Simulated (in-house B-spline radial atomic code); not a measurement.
Atomic self-consistent-field run: S IV (S3+). Computed with a radial B-spline atomic code at the basis-set limit: scalar-relativistic (X2C) LDA VWN5, spin-polarised, spherical fractional occupations, Fermi nucleus of rms radius 3.2611 fm.

Command:
```bash
python run_scf.py task.json out
```
Settings (nuclear radius in fm, mass in u):
```
Z                16
configuration    [Ne] 3s2 3p1
hamiltonian      x2c
method           lda,vwn
spin_polarised   True
nucleus          fermi
rms_radius       3.2611
atomic_mass      31.97207
speed_of_light   137.035999084
```

Output (hartree, bohr):
```
 radial grid: 69 intervals, B-splines of order 8, outer radius 18.6486 bohr

 iter        energy (Eh)    residual
    1        -393.981547    2.46e-01
    2        -395.050993    1.43e-01
    3        -395.274082    3.93e-02
    4        -395.292773    1.02e-02
    5        -395.294054    5.17e-03
    6        -395.294372    9.94e-05
    7        -395.294372    3.87e-06
    8        -395.294372    4.20e-08

 total energy                      -395.29437
 kinetic                             396.7376
 electron-nucleus                   -924.7802
 Hartree                             155.8846
 exchange-correlation                -23.1364

 orbital      occ     eigenvalue          <r>       <r^2>       <1/r>       r_max
 1s up      1.000       -89.6421    0.0969623    0.012666     15.7005     0.06327
 1s down    1.000       -89.6339    0.0969568   0.0126645     15.7013     0.06327
 2s up      1.000        -9.2769     0.479836    0.274071     3.07098      0.3889
 2s down    1.000        -9.2675     0.479548    0.273636     3.07182       0.389
 2p up      3.000        -7.2903     0.441671    0.243864     2.96495      0.3246
 2p down    3.000        -7.2787     0.441346    0.243356     2.96575      0.3248
 3s up      1.000        -1.9449      1.51673     2.62976    0.915265       1.336
 3s down    1.000        -1.8912      1.52156     2.65038    0.913389       1.334
 3p up      1.000        -1.5078      1.65283     3.15907    0.820673       1.434
```

Cost of the run: 0.17 s on 1 thread of x86-64 server CPU, with other jobs on the host.
